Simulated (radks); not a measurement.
Isoelectronic series with 6 electrons, each ion in its NIST ground configuration. Method: Dirac Kohn-Sham, BLYP, spin-unpolarised, spherical densities, finite nucleus; open shells fill j = l - 1/2 first; Fermi nuclear charge, rms radius of each element as measured or else 0.836 A^(1/3) + 0.57 fm; computed with a radial shooting solver on a logarithmic mesh with Libxc functionals. Total energies (hartree) and orbital eigenvalues (Ry) (* marks an orbital that is empty in some or all of the ions):

ion,configuration,E (hartree),2p3/2*,2p1/2,2s1/2
C,[He] 2s2 2p2,-37.81804,-0.38447,-0.38513,-1.00007
N+,[He] 2s2 2p2,-54.02066,-1.51917,-1.52096,-2.37567
O2+,[He] 2s2 2p2,-73.24428,-3.17897,-3.18289,-4.27875
F3+,[He] 2s2 2p2,-95.48691,-5.34979,-5.35728,-6.69460
Ne4+,[He] 2s2 2p2,-120.75029,-8.02676,-8.03979,-9.61874
Mg6+,[He] 2s2 2p2,-180.35376,-14.89099,-14.92350,-16.98642
Al7+,[He] 2s2 2p2,-214.70345,-19.07630,-19.12422,-21.42969
Si8+,[He] 2s2 2p2,-252.09273,-23.76307,-23.83130,-26.37984
P9+,[He] 2s2 2p2,-292.52812,-28.95109,-29.04547,-31.83768
S10+,[He] 2s2 2p2,-336.01675,-34.64024,-34.76764,-37.80423
Cl11+,[He] 2s2 2p2,-382.56635,-40.83050,-40.99890,-44.28067
Ar12+,[He] 2s2 2p2,-432.18528,-47.52192,-47.74051,-51.26835
K13+,[He] 2s2 2p2,-484.88246,-54.71460,-54.99385,-58.76874
Ca14+,[He] 2s2 2p2,-540.66739,-62.40867,-62.76046,-66.78344
Sc15+,[He] 2s2 2p2,-599.55017,-70.60432,-71.04197,-75.31418
Ti16+,[He] 2s2 2p2,-661.54158,-79.30174,-79.84017,-84.36284
V17+,[He] 2s2 2p2,-726.65298,-88.50118,-89.15696,-93.93138
Cr18+,[He] 2s2 2p2,-794.89628,-98.20290,-98.99436,-104.0219
Mn19+,[He] 2s2 2p2,-866.28409,-108.4072,-109.3545,-114.6367
Fe20+,[He] 2s2 2p2,-940.82973,-119.1144,-120.2397,-125.7781
